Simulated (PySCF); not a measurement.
Simulation results for BH4Si

Calculation on a computer-drawn molecule: vertical ionisation energy to the stated ion spin, frozen-core CCSD(T) at the basis limit and cheaper methods, single-reference cases, UHF for radicals, no spin-orbit; all values are single points at the evaluated structure, the first of each entry, which is the reference or a displaced copy of it and isn't optimised; the reference structure only sets the zero of the energies above reference; triples share is (T) over the correlation energy. Program: PySCF 2.14.0.

Common to all runs: charge 0; multiplicity 2; ion multiplicity 1; diffuse functions no; basis cc-pV(n+d)Z; reference is the Hartree-Fock double-zeta minimum; best is HF at quadruple zeta + MP2 correlation extrapolated from triple and quadruple zeta + CCSD(T) minus MP2 at triple zeta; basis step is the size of the change from the same recipe one zeta lower.

(1) 
```xyz
6
formula=BH4Si ionisation_energy_best=8.441 ionisation_energy_basis_step=0.02648 energy_above_reference_best=2.394 energy_above_reference_basis_step=0.01197 total_energy_HF_triple_zeta=-315.8953 total_energy_CCSD(T)_triple_zeta=-316.1562 total_energy_best=-316.1858 T1_diagnostic_at_triple_zeta=0.01648 D1_diagnostic_at_triple_zeta=0.05448 spin_squared_at_triple_zeta=0.7645 ion_T1_diagnostic_at_triple_zeta=0.009029 ion_D1_diagnostic_at_triple_zeta=0.01674 triples_share_at_triple_zeta=0.03199 basis_functions_triple_zeta=125 dipole_magnitude_HF_at_triple_zeta=0.8301 dipole_magnitude_CCSD_unrelaxed_at_triple_zeta=1.065 dipole_magnitude_PBE_at_triple_zeta=1.208 dipole_magnitude_r2SCAN_at_triple_zeta=1.112 dipole_magnitude_B3LYP_at_triple_zeta=1.158 dipole_magnitude_wB97X_at_triple_zeta=1.073
B      0.4786     1.5204    -0.8384
Si    -0.5761     1.3760    -2.4647
H      1.0432     2.4794    -0.6023
H      0.4144     0.6275     0.0365
H     -0.4854     2.4301    -3.4966
H     -1.3758     0.2354    -2.8585
```

Units: ionisation_energy_best, ionisation_energy_basis_step in eV; energy_above_reference_best, energy_above_reference_basis_step in kcal/mol; total_energy_HF_triple_zeta, total_energy_CCSD(T)_triple_zeta, total_energy_best in hartree; dipole_magnitude_HF_at_triple_zeta, dipole_magnitude_CCSD_unrelaxed_at_triple_zeta, dipole_magnitude_PBE_at_triple_zeta, dipole_magnitude_r2SCAN_at_triple_zeta, dipole_magnitude_B3LYP_at_triple_zeta, dipole_magnitude_wB97X_at_triple_zeta in debye.

Reference structure:
```xyz
6
BH4Si
B      0.4462     1.5611    -0.7666
Si    -0.5326     1.3831    -2.4426
H      1.0906     2.5478    -0.5507
H      0.4040     0.6841     0.0484
H     -0.5437     2.4050    -3.5076
H     -1.3536     0.2101    -2.8014
```

Drawn bonds:
```
atom  other atom  order
   1           2      1
   1           3      1
   1           4      1
   2           5      1
   2           6      1
```

Triple zeta:
```
 method  ionisation energy (eV)  energy above reference (kcal/mol)
     HF                   7.692                              2.357
    PBE                   8.699                              2.622
 r2SCAN                   8.782                              2.464
  B3LYP                   8.558                              2.379
  wB97X                   8.376                              2.422
    MP2                   8.316                              2.395
   CCSD                   8.323                              2.414
CCSD(T)                   8.395                              2.448
```

(2) 
```xyz
6
formula=BH4Si
B      0.4786     1.5204    -0.8384
Si    -0.5761     1.3760    -2.4647
H      1.0124     2.4271    -0.6152
H      0.4144     0.6275     0.0365
H     -0.4854     2.4301    -3.4966
H     -1.3758     0.2354    -2.8585
```

Reference structure:
```xyz
6
BH4Si
B      0.4462     1.5611    -0.7666
Si    -0.5326     1.3831    -2.4426
H      1.0906     2.5478    -0.5507
H      0.4040     0.6841     0.0484
H     -0.5437     2.4050    -3.5076
H     -1.3536     0.2101    -2.8014
```

Drawn bonds:
```
atom  other atom  order
   1           2      1
   1           3      1
   1           4      1
   2           5      1
   2           6      1
```

(3) 
```xyz
6
formula=BH4Si
B      0.4786     1.5204    -0.8384
Si    -0.5761     1.3760    -2.4647
H      1.0730     2.5300    -0.5898
H      0.4144     0.6275     0.0365
H     -0.4854     2.4301    -3.4966
H     -1.3758     0.2354    -2.8585
```

Reference structure:
```xyz
6
BH4Si
B      0.4462     1.5611    -0.7666
Si    -0.5326     1.3831    -2.4426
H      1.0906     2.5478    -0.5507
H      0.4040     0.6841     0.0484
H     -0.5437     2.4050    -3.5076
H     -1.3536     0.2101    -2.8014
```

Drawn bonds:
```
atom  other atom  order
   1           2      1
   1           3      1
   1           4      1
   2           5      1
   2           6      1
```

## Withheld values
1. Estimate the dipole magnitude CCSD unrelaxed at triple zeta of BH4Si (entry 2).
2. Give the missing ion T1 diagnostic at triple zeta for BH4Si (entry 2).
3. Estimate the dipole magnitude HF at triple zeta of BH4Si (entry 3).
4. Give the table of triple zeta values for BH4Si (entry 3).

## Answers
1. 1.019 debye
2. 0.008958
3. 0.8921 debye
4. 
Triple zeta:
```
 method  ionisation energy (eV)  energy above reference (kcal/mol)
     HF                   7.706                               1.63
    PBE                   8.708                               1.52
 r2SCAN                   8.793                              1.585
  B3LYP                   8.569                              1.646
  wB97X                   8.388                              1.535
    MP2                   8.329                              1.633
   CCSD                   8.334                              1.575
CCSD(T)                   8.407                              1.566
```

Further results for BH4Si (entry 2):

```
ionisation energy best                 : 8.43 eV
ionisation energy basis step           : 0.0269 eV
energy above reference best            : 5.988 kcal/mol
energy above reference basis step      : 0.0174 kcal/mol
total energy HF triple zeta            : -315.8896 hartree
total energy CCSD(T) triple zeta       : -316.1503 hartree
total energy best                      : -316.1800 hartree
T1 diagnostic at triple zeta           : 0.0165
D1 diagnostic at triple zeta           : 0.0547
spin squared at triple zeta            : 0.7645
ion D1 diagnostic at triple zeta       : 0.01671
triples share at triple zeta           : 0.03178
basis functions triple zeta            : 125
dipole magnitude HF at triple zeta     : 0.7778 debye
dipole magnitude PBE at triple zeta    : 1.168 debye
dipole magnitude r2SCAN at triple zeta : 1.067 debye
dipole magnitude B3LYP at triple zeta  : 1.114 debye
dipole magnitude wB97X at triple zeta  : 1.025 debye
```

Triple zeta:
```
 method  ionisation energy (eV)  energy above reference (kcal/mol)
     HF                    7.68                              5.926
    PBE                    8.69                              6.483
 r2SCAN                   8.772                              6.105
  B3LYP                   8.549                              5.839
  wB97X                   8.366                              6.101
    MP2                   8.305                              5.966
   CCSD                   8.312                              6.041
CCSD(T)                   8.384                              6.113
```

Further results for BH4Si (entry 3):

```
ionisation energy best                         : 8.452 eV
ionisation energy basis step                   : 0.02606 eV
energy above reference best                    : 1.564 kcal/mol
energy above reference basis step              : 0.05176 kcal/mol
total energy HF triple zeta                    : -315.8965 hartree
total energy CCSD(T) triple zeta               : -316.1576 hartree
total energy best                              : -316.1871 hartree
T1 diagnostic at triple zeta                   : 0.01647
D1 diagnostic at triple zeta                   : 0.05427
spin squared at triple zeta                    : 0.7644
ion T1 diagnostic at triple zeta               : 0.009125
ion D1 diagnostic at triple zeta               : 0.01679
triples share at triple zeta                   : 0.03222
basis functions triple zeta                    : 125
dipole magnitude CCSD unrelaxed at triple zeta : 1.117 debye
dipole magnitude PBE at triple zeta            : 1.253 debye
dipole magnitude r2SCAN at triple zeta         : 1.164 debye
dipole magnitude B3LYP at triple zeta          : 1.208 debye
dipole magnitude wB97X at triple zeta          : 1.126 debye
```
